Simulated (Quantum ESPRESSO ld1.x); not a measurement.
ld1.x (Quantum ESPRESSO 7.5) input

```
 &input
    atom='I',
    iswitch=1,
    rel=2,
    dft='PBE',
    config='[Kr] 4d10 5s2 5p5',
    rel_dist='energy',
    verbosity='high',
    lsmall=.true.,
    prefix='ld1',
    max_out_wfc=37,
    file_charge='ld1.rho',
 /
```

Command: `OMP_NUM_THREADS=1 ld1.x < ld1.in > ld1.out`

It prints (banner and zero overlaps left out):

```
     Program LD1 v.7.5 starts

     --------------------------- All-electron run ----------------------------

     dirac relativistic calculation

     atomic number is 53.00
     dft =PBE   lsd =0 sic =0 latt =0  beta=0.20 tr2=1.0E-14
     Exchange-correlation= PBE
                           (   1   4   3   4   0   0   0)
     mesh =2073 r(mesh) = 100.05380 a.u. xmin = -8.00 dx = 0.00800
     1 Ry =  13.60569312 eV, c = 137.03599908

     n l j   nl                  e(Ry)          e(Ha)          e(eV)
     Spin orbit split results
     1 0 0.5 1S 1( 2.00)   -2422.566218484   -1211.283109242 -32960.6925388
     2 0 0.5 2S 1( 2.00)    -374.156358111    -187.078179056  -5090.6565885
     2 1 0.5 2P 1( 2.00)    -351.035214307    -175.517607153  -4776.0774012
     2 1 1.5 2P 1( 4.00)    -329.078526775    -164.539263387  -4477.3414487
     3 0 0.5 3S 1( 2.00)     -75.512430066     -37.756215033  -1027.3989504
     3 1 0.5 3P 1( 2.00)     -65.956448559     -32.978224280   -897.3831986
     3 1 1.5 3P 1( 4.00)     -61.824539562     -30.912269781   -841.1657127
     4 0 0.5 4S 1( 2.00)     -13.252632627      -6.626316313   -180.3112526
     4 1 0.5 4P 1( 2.00)      -9.918807201      -4.959403601   -134.9522469
     4 1 1.5 4P 1( 4.00)      -9.114487797      -4.557243899   -124.0089239
     3 2 1.5 3D 1( 4.00)     -44.995685331     -22.497842665   -612.1974865
     3 2 2.5 3D 1( 6.00)     -44.126902940     -22.063451470   -600.3770999
     4 2 1.5 4D 1( 4.00)      -3.759108663      -1.879554332    -51.1452789
     4 2 2.5 4D 1( 6.00)      -3.633195685      -1.816597843    -49.4321455
     5 0 0.5 5S 1( 2.00)      -1.273446624      -0.636723312    -17.3261240
     5 1 0.5 5P 1( 2.00)      -0.567993190      -0.283996595     -7.7279410
     5 1 1.5 5P 1( 3.00)      -0.494754274      -0.247377137     -6.7314748
     Averaged results
     1 0     1S 1( 2.00)   -2422.566218484   -1211.283109242 -32960.6925388
     2 0     2S 1( 2.00)    -374.156358111    -187.078179056  -5090.6565885
     2 1     2P 1( 6.00)    -336.397422619    -168.198711309  -4576.9200995
     3 0     3S 1( 2.00)     -75.512430066     -37.756215033  -1027.3989504
     3 1     3P 1( 6.00)     -63.201842561     -31.600921281   -859.9048747
     4 0     4S 1( 2.00)     -13.252632627      -6.626316313   -180.3112526
     4 1     4P 1( 6.00)      -9.382594265      -4.691297133   -127.6566983
     3 2     3D 1(10.00)     -44.474415897     -22.237207948   -605.1052545
     4 2     4D 1(10.00)      -3.683560876      -1.841780438    -50.1173989
     5 0     5S 1( 2.00)      -1.273446624      -0.636723312    -17.3261240
     5 1     5P 1( 5.00)      -0.519167246      -0.259583623     -7.0636302

     final scf error:  5.4E-15 reached in  26 iterations

     Etot =  -14238.077377 Ry,   -7119.038689 Ha, -193718.911457 eV

     Ekin =   15092.328765 Ry,    7546.164383 Ha,  205341.593693 eV
     Encl =  -34604.591309 Ry,  -17302.295654 Ha, -470819.449993 eV
     Eh   =    5637.385015 Ry,    2818.692508 Ha,   76700.530532 eV
     Exc  =    -363.199849 Ry,    -181.599925 Ha,   -4941.585689 eV
```

Run on one thread of a shared host, so times are rough (Intel(R) Xeon(R) Processor @ 2.60GHz): 0.51 s of CPU time, 1.5 s wall, 26 iterations on 2073 mesh points.
